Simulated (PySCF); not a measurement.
Species: C5H7NOSe.
Z-matrix (Å and degrees, PBE0-D3(BJ)/def2-SVP geometry), rows numbered from 1:
```
C 
C   1  1.4947
N   2  1.3723  1  118.50
C   3  1.2895  2  113.82  1   179.42
Se  4  1.8676  3  114.86  2     0.23
C   2  1.3767  1  124.66  3   179.24
C   6  1.5011  2  127.73  1     1.24
O   7  1.4038  6  113.39  2    54.20
H   1  1.0965  2  111.25  3   165.37
H   1  1.0997  2  109.78  3    44.59
H   1  1.1022  2  110.46  3   -73.11
H   4  1.0932  3  123.80  2  -179.59
H   7  1.1072  6  109.64  2   179.81
H   7  1.1026  6  109.64  2   -64.02
H   8  0.9639  7  107.65  6    48.15
```

The calculation used TDDFT CAM-B3LYP/def2-SVPD, vertical, gas phase, core orbitals frozen in the response (PySCF). The CAM-B3LYP/def2-SVPD calculation is non-relativistic and has no spin–orbit coupling, an omission that weighs most on selenium.

Q: What does the calculation give for the low-lying excited states?

A: 

```csv
state,λ (nm),E (eV),f,"main configurations (H = HOMO, L = LUMO)"
S1,245.8,5.04,0.0092,"H-2→L (41%), H-1→L (27%), H→L+1 (13%)"
S2,243.1,5.10,0.0055,H→L+1 (69%)
S3,241.1,5.14,0.083,"H→L (74%), H-1→L (10%)"
S4,213.6,5.80,0.061,"H-1→L (43%), H-2→L (35%)"
S5,209.9,5.91,0.0023,"H-1→L+1 (48%), H-2→L+1 (32%)"
S6,195.8,6.33,0.012,"H→L+2 (72%), H→L+3 (14%)"
```

The lowest singlet lies at 5.04 eV (246 nm, ultraviolet) and is weak; its leading configuration is HOMO-2→LUMO (41%). The most intense listed level is S3 at 5.14 eV (241 nm, f = 0.083), 0.10 eV above S1. Löwdin shares by element: HOMO carbon 59% or more, selenium 18% (atoms not listed hold the other 22%); LUMO carbon 39% or more, selenium 23%, nitrogen 14% (atoms not listed hold the other 24%). Orbital energies (eV): HOMO-3 -10.06, HOMO-2 -9.18, HOMO-1 -9.07, HOMO -8.12, LUMO -0.06, LUMO+1 0.33, LUMO+2 0.92. Weighted by f, the mean energy of these states is 5.46 eV. The listed states span 1.29 eV, and the widest gap between neighbours is 0.66 eV (S3 to S4). No computed singlet lies in the visible range (380 to 750 nm); the lowest, at 246 nm, stands 1.78 eV above its violet end (3.26 eV). Only the lowest 6 singlets were computed, as vertical energies without vibronic structure.

One conformer stands for the species.
